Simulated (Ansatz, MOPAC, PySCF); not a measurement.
Complex: CH2O (SMILES C=O) (first 4 atoms) with GeH4 (SMILES [GeH4]); geometry from B3LYP-D3(BJ)/def2-TZVP, rigid monomers moved along the line of their centres of mass till O2···Ge5 is 3.74 Å.
(charge 0, multiplicity 1):
```xyz
9

C      0.392    -0.276    -0.191
O      0.827     0.520     0.594
H     -0.252    -1.118     0.128
H      0.612    -0.209    -1.273
Ge    -0.253    -0.252     4.095
H     -0.819    -1.227     3.049
H     -0.740     1.171     3.802
H      1.279    -0.312     4.091
H     -0.771    -0.687     5.479
```

Interaction energies are E(AB) − E(A) − E(B) at the monomers' geometry in the complex; basis-set methods are counterpoise corrected. Rows marked so take none.

Rows in 6-31G* carry no dispersion term and start afresh at each structure (6-31G* with six Cartesian d functions); the Pople sets are all-electron and without relativity. The state reached by AM1, PM3 isn't checked.

Codes used: Ansatz (a first-principles code) with Gaussian orbitals; MOPAC for AM1, PM3 (differences of heats of formation); PySCF for 6-31G* rows. Each number belongs to the level named beside it.

Task: One of these levels gives -0.96 kcal/mol for the interaction energy. Name it.
(A) BP86/6-31G* (no counterpoise)
(B) PM3
(C) wB97X-V/def2-TZVPPD
(D) AM1

Result: A, BP86/6-31G* (no counterpoise). The others give 0.28 (AM1), 1.24 (PM3), -1.40 (wB97X-V/def2-TZVPPD)
